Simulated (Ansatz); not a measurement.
Consider the formal exchange of groups at a C–C bond: `CCCC(C)CCC` + `CN(C)C=O` → `CCCC(=O)N(C)C` + `CCCCC`.

Program: Ansatz. Geometries: PBE0-D4/def2-TZVP. ΔE: electronic, gas phase. CCSD(T)/CBS is the MP2 limit (def2-TZVPP, def2-QZVPP) plus CCSD(T) − MP2 in def2-TZVPP, frozen cores. DFT in def2-TZVPP. B3LYP here is the variant with VWN-RPA as its local correlation; programs differ in this. Each species was taken in one conformer, which may not be the lowest.

```json
{"level": "B3LYP", "ΔE (kcal/mol)": "-3.8"}
{"level": "SCS-MP2/def2-QZVPP", "ΔE (kcal/mol)": "-1.7"}
```

(1) What does CCSD(T)/CBS give? (Best estimate.)

Largest T1 diagnostic among the species: 0.014.

Answers

(1) The calculation gave: -2.2 kcal/mol. The listed levels differ from it by -1.6, 0.5 kcal/mol.

The D4 term adds +1.2 kcal/mol with B3LYP and +0.7 kcal/mol with PBE0; it sums over pairs of atoms, weighted by their polarisabilities, and B3LYP, whose exchange is more repulsive, gets the larger term. In def2-TZVPP, CCSD(T) changes the Hartree–Fock value by +2.6 kcal/mol (the triples alone add +0.3 kcal/mol) and MP2 by +3.3 kcal/mol.
